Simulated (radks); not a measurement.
These are the eigenvalues of the occupied orbitals of an atom or ion with whole-number occupations (eV). Calculated with a radial shooting solver on a logarithmic mesh with Libxc functionals: Dirac Kohn-Sham, exchange-only PBE, spin-unpolarised, spherical densities, finite nucleus; Fermi nuclear charge, rms radius of each element as measured or else 0.836 A^(1/3) + 0.57 fm.

1s1/2: -64758.20
2s1/2: -12347.80
2p1/2: -11864.17
2p3/2: -10744.69
3s1/2: -3977.102
3p1/2: -3766.322
3p3/2: -3520.057
3d3/2: -3168.244
3d5/2: -3113.873
4s1/2: -1836.687
4p1/2: -1747.324
4p3/2: -1669.840

Which element is it, and in what charge state? The configuration may be excited. Open shells, if any, fill j = l - 1/2 first.

Answer. Z = 71, lutetium, charge +37: Lu37+ in [Ar] 3d10 4s2 4p4. The list shows which subshells hold electrons but not how many an open one holds; the 1s level, -2379.8 hartree, gives Z - s = 69.0 by -(Z - s)^2/2, which with screening and relativity narrows Z to a few neighbours, and the depths of the outer levels then fix element, charge and occupations together.
